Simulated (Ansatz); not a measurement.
`C[SiH](S)S` → CH₃SH + `[SiH]S` at 600 K and 1 bar (silylene formation by 1,1-elimination).

Gas-phase electronic energies from Ansatz, PBE0-D4/def2-TZVP geometries. CBS: MP2 limit from def2 TZ/QZ plus the TZ coupled-cluster correction, frozen cores. This one scheme is used for every species. One conformer a species, not always the lowest.

```
     species  CCSD(T)/CBS energy (Eh)  H − E (kJ/mol)  S (J/(mol·K))
`C[SiH](S)S`              -1126.36796           234.5          446.2
       CH₃SH               -438.22835           152.3          296.8
    `[SiH]S`               -688.02937            72.8          295.1
```

H − E and S are ideal-gas, rigid-rotor, harmonic terms from PBE0-D4/def2-TZVP, for one conformer and one mirror image of each species. 1 Eh = 2625.50 kJ/mol, R = 8.31446 J/(mol·K).

By hand: ΔE, ΔH, ΔS and ΔG.

ΔE = (-438.22835) + (-688.02937) − (-1126.36796) = 0.11024 Eh = 289.4 kJ/mol. Δ(H − E) = 152.3 + 72.8 − 234.5 = -9.4, so ΔH = 280.0 kJ/mol. ΔS = 296.8 + 295.1 − 446.2 = 145.7 J/(mol·K). ΔG = 280.0 − 600 × (145.7)/1000 = 192.6 kJ/mol.

By hand: the equilibrium constant, and the temperature at which ΔG would vanish if ΔH and ΔS stayed fixed.

log₁₀ K = −ΔG/(RT ln 10) = -16.8. ΔG = 0 at ΔH/ΔS = 1922 K.

The number of gas molecules changes by +1, which sets the sign of ΔS. A doubt of 5 kJ/mol in ΔE shifts log₁₀ K by 0.4 here. Other conformers and mirror images would add mixing entropy, several J/(mol·K) or more a flexible species. These are equilibria of isolated gas molecules and say nothing of rates. Largest T1 diagnostic: 0.016 (customary marks: 0.02 for closed shells, 0.045 for open ones).
